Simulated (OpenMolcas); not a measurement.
**I4+: effect of the basis set**

```
Program             : OpenMolcas
Method              : SS-RASPT2, IPEA 0.25 Eh, imaginary shift 0.1 Eh (closed shells correlated: 4d)
Active space        : 3 electrons in 9 orbitals (RAS2 5s 5p; RAS3 5d, at most 2 electrons)
State averaging     : 2S+1 = 4 odd, 1 root; 2S+1 = 2 odd, 11 roots; 2S+1 = 4 even, 3 roots; 2S+1 = 2 even, 9 roots
Spin-orbit coupling : state interaction with AMFI integrals over the reference wave functions, term energies averaged over their components
```

A. ANO-R2 [7s6p4d2f1g], X2C, finite nucleus; CASPT2 step of the order of 15 core-seconds
B. ANO-RCC-VTZP [7s6p4d2f1g], DKH2, point nucleus; CASPT2 step roughly 16 core-seconds
C. ANO-RCC-VQZP [8s7p5d3f2g], DKH2, point nucleus; CASPT2 step about 25 core-seconds
D. ANO-RCC [10s9p8d5f3g], DKH2, point nucleus; CASPT2 step roughly 60 core-seconds

Energies in cm⁻¹ above 5s² 5p ²P°_1/2.

| Level | A | B | C | D |
| --- | --- | --- | --- | --- |
| 5s² 5p ²P°_1/2 | 0.0 | 0.0 | 0.0 | 0.0 |
| 5s² 5p ²P°_3/2 | 10640 | 11040 | 10380 | 10650 |
| 5s 5p² ⁴P_1/2 | 80520 | 81190 | 81020 | 80910 |
| 5s 5p² ⁴P_3/2 | 85480 | 86400 | 85840 | 85890 |
| 5s 5p² ⁴P_5/2 | 90660 | 91740 | 90880 | 91050 |
| 5s 5p² ²D_3/2 | 107600 | 108410 | 107760 | 107760 |
| 5s 5p² ²D_5/2 | 109800 | 110740 | 109880 | 110000 |
| 5s 5p² ²P_1/2 [65 %] | 124440 | 125450 | 124730 | 124540 |
| 5s 5p² ²S_1/2 [64 %] | 135740 | 136950 | 135720 | 135760 |

Among A to D the level of the table that moves most is 5s 5p² ²S_1/2 [64 %], by 1200 cm-1 (lowest in C, highest in B). Moves below CASPT2's spread within the term are not significant.

Term energies are means over components that CASPT2 splits; among the terms shown or strongly mixed into the levels shown the widest spread is 22 cm-1 (5s 5p² ²D, C). Active for correlation alone: 5d; no level in the range computed is led by a configuration that fills it, so any true level of that kind is missing. Some terms mix strongly with configurations of 5d, whose occupation reaches 0.15 (5s 5p² ²D) (holds for B). Only configurations of the active space appear. The table leaves out levels that lie high or whose names do not pair safely across all columns.

A share in square brackets marks a mixed level and gives the weight of the term that names it, the lowest over the columns. ° marks odd parity.
